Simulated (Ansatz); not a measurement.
A set of 12 reactions (silylene extrusion), with CCSD(T)/CBS values in kJ/mol:

| reaction | ΔE |
| --- | --- |
| `O[SiH](I)[SiH2]F` → `O[SiH2]I` + `F[SiH]` | 192.0 |
| `O[SiH](F)[NH][GeH3]` → `[NH2][GeH3]` + `O[Si]F` | 225.7 |
| `N[SiH](O)[Si](N)(Cl)Cl` → `Cl[Si]Cl` + `N[SiH](N)O` | 135.6 |
| `C[Si](O)(S)Cl` → `CCl` + `O[Si]S` | 333.3 |
| `CO[SiH](F)S[SiH2]Cl` → `CO[Si]F` + `S[SiH2]Cl` | 207.3 |
| `C[SiH](O)[SiH](O)O` → `O[SiH](O)O` + `C[SiH]` | 186.5 |
| `C[SiH2]O[SiH2]F` → `CO[SiH2]F` + `[SiH2]` | 445.9 |
| `C[SiH](O)[SiH](O)O` → `C[SiH](O)O` + `O[SiH]` | 160.9 |
| `C[SiH](N)[SiH2]N` → `N[SiH2]N` + `C[SiH]` | 207.5 |
| `C[Si](O)(Br)O[SiH3]` → CH₃OH + `[SiH3]O[Si]Br` | 368.1 |
| `N=C[Si](N)(O)S` → `N=CO` + `N[Si]S` | 238.7 |
| `C[Si](C)(C)[Ga]([Cl])[Cl]` → `[CH3][Ga]([Cl])[Cl]` + `C[Si]C` | 262.0 |

Gas-phase electronic energies from Ansatz, PBE0-D4/def2-TZVP geometries. CCSD(T)/CBS is the MP2 limit (def2-TZVPP, def2-QZVPP) plus CCSD(T) − MP2 in def2-TZVPP, frozen cores. This one scheme is used for every species. DFT in def2-TZVPP. B3LYP here is the variant with VWN-RPA as its local correlation; programs differ in this. def2 core potentials past Kr. For Br, Ga, Ge, I outer-core shells are correlated without core-valence functions, which leaves a few kJ/mol of doubt a bond. Scalar relativity is left out up to krypton. Each species was taken in one conformer, which may not be the lowest.

(1) Give the mean, mean absolute and largest difference (level minus CCSD(T)/CBS, kJ/mol) for: PBE-D4, r2SCAN-D4, PBE0-D4, B3LYP-D4, ωB97M-V, B2PLYP, PBE, r2SCAN, B3LYP, HF/def2-TZVPP, MP2/def2-TZVPP, SCS-MP2/def2-TZVPP, CCSD(T)/def2-TZVPP, HF/def2-QZVPP. (Estimate.)

The largest T1 diagnostic in the set is 0.016, for `O[SiH]` (customary mark 0.02).

CCSD(T)/CBS is a level of theory with its own doubt, and the functionals carry their triple-zeta basis error, so these figures describe this set and don't rank the functionals.

Answers

(1) Ansatz gave: 
```json
{"level": "PBE-D4", "mean": "-5.2", "mean absolute": "16.1", "largest": "-33.3"}
{"level": "r2SCAN-D4", "mean": "14.1", "mean absolute": "15.4", "largest": "20.7"}
{"level": "PBE0-D4", "mean": "8.7", "mean absolute": "11.8", "largest": "20.1"}
{"level": "B3LYP-D4", "mean": "-8.2", "mean absolute": "9.0", "largest": "-20.7"}
{"level": "ωB97M-V", "mean": "-9.6", "mean absolute": "9.6", "largest": "-14.1"}
{"level": "B2PLYP", "mean": "-12.6", "mean absolute": "12.6", "largest": "-20.3"}
{"level": "PBE", "mean": "-17.4", "mean absolute": "18.6", "largest": "-46.3"}
{"level": "r2SCAN", "mean": "10.6", "mean absolute": "12.5", "largest": "17.6"}
{"level": "B3LYP", "mean": "-27.6", "mean absolute": "27.6", "largest": "-40.5"}
{"level": "HF/def2-TZVPP", "mean": "-17.3", "mean absolute": "17.9", "largest": "-29.2"}
{"level": "MP2/def2-TZVPP", "mean": "9.9", "mean absolute": "9.9", "largest": "17.0"}
{"level": "SCS-MP2/def2-TZVPP", "mean": "-2.1", "mean absolute": "2.7", "largest": "-5.5"}
{"level": "CCSD(T)/def2-TZVPP", "mean": "-6.7", "mean absolute": "6.7", "largest": "-10.6"}
{"level": "HF/def2-QZVPP", "mean": "-17.5", "mean absolute": "18.1", "largest": "-30.3"}
```
